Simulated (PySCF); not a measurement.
**Working with the constants of NaSr**

ROHF-CCSD(T) constants of NaSr, ²Σ⁺ (doublet), unpaired electrons σ ↑ (PySCF, scalar-relativistic core potentials, basis sets Na def2-SVPD, Sr def2-SVPD with ECP28; masses 22.9898 and 87.9056 u):

| Quantity | Value |
| --- | --- |
| ωe | 73.3 cm⁻¹ |
| ωexe | 1.44 cm⁻¹ |
| Be | 0.059091 cm⁻¹ |
| αe | 0.00102 cm⁻¹ |
| D (centrifugal) | 1.53e-07 cm⁻¹ |
| De to Na + Sr | 0.174 eV |

Q: Give the vibrational terms G(v) and spacings up to v = 3.

A: G(v) = ωe(v+½) − ωexe(v+½)².

```tsv
v	G(v) (cm⁻¹)	G(v) − G(v−1)	Bv (cm⁻¹)
0	36		0.05858
1	107	70	0.05756
2	174	68	0.05654
3	239	65	0.05552
```

Q: How well does the Morse estimate ωe²/(4ωexe) reproduce De, and what is D0?

A: It gives 0.116 eV, 66 % of the computed De. D0 = De − G(0) = 0.174 − 0.004 = 0.170 eV.

Correlated steps freeze 1 core orbital. The bond is weak. Basis-set superposition, not corrected here, can be much of De in a small basis, most of all at correlated wavefunction levels. Spin–orbit coupling is left out. The state was picked by a PBE0 search and need not be the measured ground state.
